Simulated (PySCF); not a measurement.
Species: C5H8Si2.
Cartesian coordinates in Å at the PBE0-D3(BJ)/def2-SVP level; atoms count from 1:
```
atom  x, y, z in Å
C1     0.692    0.147    3.353
C2     0.175    0.030    2.261
C3    -0.507   -0.066    1.014
Si4   -2.277    0.594    0.915
C5     0.033   -0.594   -0.071
C6     0.540   -1.058   -1.181
Si7    1.464    0.058   -2.374
H8     1.163    0.244    4.313
H9    -3.144   -0.145    1.879
H10   -2.288    2.044    1.268
H11   -2.773    0.398   -0.478
H12    0.427   -2.127   -1.407
H13    2.901   -0.343   -2.450
H14    0.872   -0.067   -3.741
H15    1.353    1.466   -1.898
```

Method used: PySCF, PBE0-D3(BJ)/def2-SVP geometry optimisation, gas phase.

Take the most abundant isotopes and a rigid rotor. 

Problem. Give the principal moments of inertia and the rotational constants in MHz.

Solution. Ia = 204.65, Ib = 569.02, Ic = 714.33 u·Å²; 505379 MHz·u·Å²/I gives A = 2470, B = 888.2, C = 707.5 MHz.

Problem. What kind of rotor is it?

Solution. An asymmetric top; Ray's κ = -0.795.

Problem. What does the inertial defect say?

Solution. Not planar: Δ = Ic − Ia − Ib = -59.34 u·Å². For a rigid frame Δ = −2 Σ m c², so Σ m c² = 29.67 u·Å² lies off the ab plane: 10.29 from hydrogen and 19.38 from heavier atoms. The atom farthest from that plane is 1.97 Å away.

Problem. Where do the levels up to J = 2 lie, in MHz?

Solution. Above 0(0,0):
J = 1: 1(0,1) 1596, 1(1,1) 3177, 1(1,0) 3358
J = 2: 2(0,2) 4772, 2(1,2) 6188, 2(1,1) 6730, 2(2,1) 11474, 2(2,0) 11488
Those of J = 1 are B + C, A + C and A + B.

Problem. Which lines would a microwave search look for?

Solution. The dipole components are |μa| = 0.41 D, |μb| = 0.18 D, |μc| = 0.33 D. The squared components, which scale the intensities, stand as 1.00 : 0.19 : 0.63 (a : b : c). Some lines, for components of 0.1 D or more:

| type | branch | J(Ka,Kc) | MHz | lower level (cm⁻¹) |
| --- | --- | --- | --- | --- |
| a | Q | 2(1,1) ← 2(1,2) | 542 | 0.206 |
| c | Q | 2(1,2) ← 2(0,2) | 1415 | 0.159 |
| c | Q | 1(1,1) ← 1(0,1) | 1581 | 0.053 |
| b | R | 2(0,2) ← 1(1,1) | 1595 | 0.106 |
| a | R | 1(0,1) ← 0(0,0) | 1596 | 0.000 |
| b | Q | 1(1,0) ← 1(0,1) | 1762 | 0.053 |
| b | Q | 2(1,1) ← 2(0,2) | 1957 | 0.159 |
| a | R | 2(1,2) ← 1(1,1) | 3011 | 0.106 |
| a | R | 2(0,2) ← 1(0,1) | 3177 | 0.053 |
| b | R | 1(1,1) ← 0(0,0) | 3177 | 0.000 |
| c | R | 1(1,0) ← 0(0,0) | 3358 | 0.000 |
| a | R | 2(1,1) ← 1(1,0) | 3372 | 0.112 |
| b | R | 2(1,2) ← 1(0,1) | 4592 | 0.053 |
| c | Q | 2(2,1) ← 2(1,1) | 4744 | 0.224 |
| b | Q | 2(2,0) ← 2(1,1) | 4759 | 0.224 |
| c | R | 2(1,1) ← 1(0,1) | 5134 | 0.053 |
| b | Q | 2(2,1) ← 2(1,2) | 5286 | 0.206 |
| b | R | 2(2,1) ← 1(1,0) | 8116 | 0.112 |
| c | R | 2(2,0) ← 1(1,0) | 8131 | 0.112 |
| c | R | 2(2,1) ← 1(1,1) | 8297 | 0.106 |
| b | R | 2(2,0) ← 1(1,1) | 8311 | 0.106 |

Problem. Estimate the classical rotational partition function at 10 K, 100 K and 500 K.

Solution. Point group C1, symmetry number σ = 1; q = (√π/σ)·√((kT/h)³/(ABC)), k/h = 20836.6 MHz/K: 4280 at 10 K, 135000 at 100 K, 1510000 at 500 K.

Stationary, but not proved a minimum. No vibrational averaging or centrifugal distortion is included, and the geometry carries the error of its method. A rigid rotor knows nothing of internal rotation, which can split or shift real lines.
